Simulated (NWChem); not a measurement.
System: C₂H₄O₃S; SMILES O=S(C=C)(O)=O

NWChem input:

```
start job
memory heap 200 mb stack 900 mb global 1100 mb
geometry units angstroms noautoz
  C     -0.045974    -2.305954    -0.038012
  C      0.638860    -1.182133    -0.282410
  S     -0.127103     0.407931    -0.035649
  O     -1.480752     0.219896     0.495434
  O      0.159427     1.250703    -1.212476
  O      0.821339     0.993154     1.201002
  H     -1.074815    -2.254813     0.352579
  H      0.403405    -3.293941    -0.222695
  H      1.664608    -1.123091    -0.678083
  H      1.296649     1.758050     0.809626
end
basis spherical
  * library 6-311g**
end
dft
  xc hfexch
  iterations 150
  mulliken
end
task dft energy
```

Coordinates come from a PBE-D3(BJ)/def2-SVP optimisation.

Predict the main results of this run. (Hartree-Fock/6-311G** (spherical d).) Quantities: basis functions; energy (Ha); highest occupied level (eV); orbital gap (eV); dipole (D).


| Item | Value |
|---|---|
| number of basis functions | 140 |
| energy (Ha) | -700.14 |
| highest occupied level (eV) | -11.80 |
| orbital gap (eV) | 14.19 |
| dipole (D) | 4.43 |
